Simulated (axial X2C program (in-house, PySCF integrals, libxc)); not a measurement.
**Levels of GaAu⁻ by electron attachment to GaAu (EOM-EA-CCSD)**

Calculated with an axial X2C code built on PySCF integrals: two-component X2C with atomic mean-field Coulomb and Gaunt terms, Gaussian nuclei, basis Au dyall-acv3z, Ga dyall-acv3z with contracted cores.

R = 2.406 Å (near the PBE0 minimum at charge 0 of the determinant lowest at the starting distance; the state shown can have its own minimum elsewhere).

Hartree–Fock spinors of GaAu (one of each Kramers pair; a window near the gap, which can cut inner shells):

| ω | occupied | ε (eV) | character |
| --- | --- | --- | --- |
| 3/2 | yes | -13.29 | 99% Au d |
| 1/2 | yes | -12.81 | 75% Au d, 15% Ga s, 4% Au s |
| 3/2 | yes | -11.66 | 97% Au d |
| 5/2 | yes | -11.47 | 99% Au d |
| 1/2 | yes | -10.92 | 58% Au d, 24% Ga s, 9% Au s |
| 1/2 | yes | -6.88 | 49% Ga p, 35% Au s, 7% Ga s |
| 1/2 | no | 0.16 | 50% Ga p, 46% Au p, 2% Au d |
| 3/2 | no | 0.21 | 52% Au p, 46% Ga p |
| 1/2 | no | 0.36 | 63% Au s, 14% Au p, 11% Ga p |
| 1/2 | no | 0.40 | 88% Au p, 10% Ga p |
| 1/2 | no | 0.53 | 73% Au p, 21% Ga p, 4% Au d |
| 3/2 | no | 0.56 | 66% Au p, 28% Ga p, 4% Au d |

Levels of GaAu⁻ obtained by attaching an electron to GaAu:

| Ω | binding energy (eV) | above lowest (cm⁻¹) | attached spinor | one-particle weight |
| --- | --- | --- | --- | --- |
| 1/2 | 0.408 | 0 | 64% Ga pπ, 28% Au pπ | 0.95 |
| 3/2 | 0.312 | 776 | 66% Ga pπ, 27% Au pπ | 0.95 |
| 1/2 | -0.145 | 4460 | 52% Au sσ, 16% Au pσ, 15% Ga sσ | 0.98 |
| 1/2 | -0.366 | 6249 | 85% Au pσ, 13% Ga pσ | 0.99 |
| 1/2 | -0.440 | 6843 | 92% Au pπ | 1.00 |
| 3/2 | -0.445 | 6883 | 91% Au pπ | 0.99 |
| 1/2 | -0.873 | 10338 | 69% Ga pσ, 22% Au pσ | 0.99 |

(1) Take the first Ω = 1/2 and Ω = 3/2 rows of π character: how far apart are they, and which lies lower?

Negative binding energies belong to unbound states, resonances or levels that the basis set holds; within some tenths of an eV of zero the sign is not settled.

This point took 18 s on 1 thread of Intel(R) Xeon(R) 6975P-C (Granite Rapids) (shared host).

Reference electrons by ω block (each with its −ω partner): 1/2: 32, 3/2: 16, 5/2: 6, 7/2: 1. 14 electrons of GaAu correlated (inner shells frozen), 92 natural virtual spinors (a truncated set); levels can be off by some tenths of an eV. Roots sought by Ω: (1/2: 5, 3/2: 4, 5/2: 2, 7/2: 1); rows need 60 % one-particle weight and stop where some Ω has no more roots. Missing are any skipped roots, higher Ω and states of a further excitation; these come out far too high here and may in truth be low or lowest. T1 of the reference 0.029 (Lee–Taylor). Number of frozen shells: Au 5 s, 4 p, 2 d, 1 f; Ga 3 s, 2 p, 1 d. Large amplitudes in the reference (orbital relaxation or multireference character) lower the reliability.

Results:

(1) E(3/2) − E(1/2) = 776 − 0 = 776 cm⁻¹ at EOM-EA-CCSD: regular, Ω = 1/2 lower. Splittings at this level can be off by ten to twenty per cent.
